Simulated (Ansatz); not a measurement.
`[GeH3][Sb]1[CH2][S]1`, relaxed with RKS PBE0-D4/def2-TZVP in Ansatz from a PBE-D4/def2-SVP geometry. The force threshold is 0.005 eV/Å; the program also tests the step.

Charge 0, multiplicity 1. Sb takes the def2 core potential.

Start:

```xyz
9

Ge   -0.889    0.989   -1.042
Sb    0.416    1.040    1.277
C     0.743   -1.156    1.203
S     2.181   -0.441    0.365
H    -0.195    1.928   -2.065
H    -0.851   -0.468   -1.584
H    -2.374    1.445   -0.910
H     0.033   -1.717    0.568
H     0.935   -1.620    2.188
```

Question: How much energy does the relaxation release, and in how many steps? (An estimate is asked.)

Answer: Ansatz gave: 6.65 kJ/mol, in 10 steps, 1 of them rejected.

Question: Which bonds change most? (Estimate.)

Answer: Computed: Sb2–S4 from 2.478 to 2.410 Å; Sb2–C3 from 2.221 to 2.171 Å; Ge1–Sb2 from 2.661 to 2.631 Å; C3–S4 from 1.811 to 1.787 Å.

Question: Give the relaxed structure. (Estimate.)

Answer: Computed: 
```xyz
9

Ge   -0.868    0.979   -1.048
Sb    0.468    1.018    1.218
C     0.716   -1.139    1.205
S     2.158   -0.482    0.379
H    -0.247    1.967   -2.050
H    -0.790   -0.446   -1.621
H    -2.347    1.368   -0.847
H     0.019   -1.689    0.580
H     0.891   -1.576    2.183
```
